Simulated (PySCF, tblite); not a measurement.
Q: Write a Z-matrix for InChI=1S/C2H2F6P4/c3-1(4,5)11-9-12(10-11)2(6,7)8/h9-10H as optimised with GFN2-xTB.

A: 
Z-matrix in Å and degrees, rows numbered from 1:
```
F 
C   1  1.3446
F   2  1.3333  1  106.86
F   2  1.3386  1  106.62  3   114.92
P   2  1.8885  1  114.64  3  -122.71
P   5  2.2428  2   98.46  1   -60.77
P   6  2.2244  5   86.46  2   116.57
C   7  1.8931  6   93.06  5    80.14
F   8  1.3311  7  110.17  6    80.41
F   8  1.3382  7  110.51  6  -160.71
F   8  1.3497  7  115.02  6   -40.33
P   5  2.2146  2   96.55  1    30.19
H   6  1.4058  5   96.64  2    27.61
H  12  1.4012  5   93.99  2   144.92
```

P5 (three-coordinate phosphorus) is pyramidal (angles 98.5°, 96.5° and 90.0°, sum 285.0°, 1.09 Å off the plane of its three neighbours). P6 (three-coordinate phosphorus) is pyramidal (angles 96.6°, 89.4° and 86.5°, sum 272.5°, 1.02 Å off the plane of its three neighbours). The 4-membered ring P5–P6–P7–P12 has internal angles of 86.5° to 90.0°; it is puckered, 0.20 Å rms from its mean plane, widest ring torsion 20°. The P–P distances run from 2.215 Å (P5–P12, drawn single) to 2.243 Å (P5–P6, drawn single), a spread of 0.028 Å.

Computed geometry: GFN2-xTB, gas phase.

Point group: C1 (no symmetry element, even within 0.4 Å). Its GFN2-xTB frequencies are all real (lowest 28 cm⁻¹). The numbers are those of one conformer (C2–P5–P6–P7 117°, P5–P6–P7–C8 80°, P6–P7–P12–P5 20°, C2–P5–P12–P7 -118°). 3 starts were optimised and ended at 0.00, 6.70 and 6.70 kcal/mol (GFN2-xTB); the lowest of these is shown.
